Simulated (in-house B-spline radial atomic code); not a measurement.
Values are calculated unless marked as measured or tabulated.
**Softness against transferability: the 2p channel of N**

N, [He] 2s2 2p3, non-relativistic PBE, spherical and spin-unpolarised, from an all-electron radial atomic-structure program (B-spline basis) (atomic units). The all-electron 2p level is ε = -0.260725 hartree and its outer maximum at 0.98 bohr.

Troullier-Martins pseudo-orbitals are made for several radii. The cutoffs (hartree) are the plane-wave energies beyond which the orbital holds less than the named kinetic energy per electron. The phase error is the difference, pseudo minus all-electron, of arctan(R P'/P) at R = 2.35 bohr for all radii, half a hartree below and above the level.

```json
{"r_c (bohr)": "1.1", "V_l(0) (hartree)": "-11.50", "cutoff for 10 mEh": "29.2", "for 1 mEh": "40.5", "for 0.1 mEh": "67.7", "phase error at ε − 0.5 (mrad)": "+0.1", "at ε + 0.5 (mrad)": "+0.8"}
{"r_c (bohr)": "1.28", "V_l(0) (hartree)": "-9.56", "cutoff for 10 mEh": "23.9", "for 1 mEh": "32.3", "for 0.1 mEh": "53.7", "phase error at ε − 0.5 (mrad)": "+0.3", "at ε + 0.5 (mrad)": "+1.8"}
{"r_c (bohr)": "1.47", "V_l(0) (hartree)": "-8.09", "cutoff for 10 mEh": "20", "for 1 mEh": "26.2", "for 0.1 mEh": "43.1", "phase error at ε − 0.5 (mrad)": "+0.7", "at ε + 0.5 (mrad)": "+3.9"}
{"r_c (bohr)": "1.66", "V_l(0) (hartree)": "-6.99", "cutoff for 10 mEh": "16.8", "for 1 mEh": "22", "for 0.1 mEh": "35.3", "phase error at ε − 0.5 (mrad)": "+1.5", "at ε + 0.5 (mrad)": "+7.4"}
{"r_c (bohr)": "1.85", "V_l(0) (hartree)": "-6.13", "cutoff for 10 mEh": "14.6", "for 1 mEh": "18.7", "for 0.1 mEh": "29.5", "phase error at ε − 0.5 (mrad)": "+3.0", "at ε + 0.5 (mrad)": "+12.8"}
{"r_c (bohr)": "2.05", "V_l(0) (hartree)": "-5.41", "cutoff for 10 mEh": "12.5", "for 1 mEh": "16.1", "for 0.1 mEh": "24.8", "phase error at ε − 0.5 (mrad)": "+5.8", "at ε + 0.5 (mrad)": "+21.0"}
```

**Question.** Which radius needs the lowest cutoff for 0.1 mEh while both phase errors stay within 7.5 mrad?

**Answer.** The radii within that limit are 1.1, 1.28, 1.47, 1.66 bohr; of these r_c = 1.66 needs the least, 35.3 hartree, that is 70.6 Ry or 961 eV.

**Question.** What does the larger radius buy, and what does it cost?

**Answer.** From r_c = 1.1 to 2.05 bohr the cutoff for 1 mEh goes from 40.5 to 16.1 hartree, a factor of 2.52, against 3.47 for a pure 1/r_c² scaling, end to end; step by step it is 40.5, 32.3, 26.2, 22, 18.7, 16.1, and for 0.1 mEh 67.7, 53.7, 43.1, 35.3, 29.5, 24.8; the number of plane waves goes as the cutoff to the power 3/2, here a factor of 4.0. The larger of the two phase errors is least at r_c = 1.1 bohr, 0.8 mrad; it is 0.8 at the smallest radius and 21.0 at the largest. These errors test the reference atom alone. Large radii also let the cores of neighbours overlap, which an atom doesn't show.
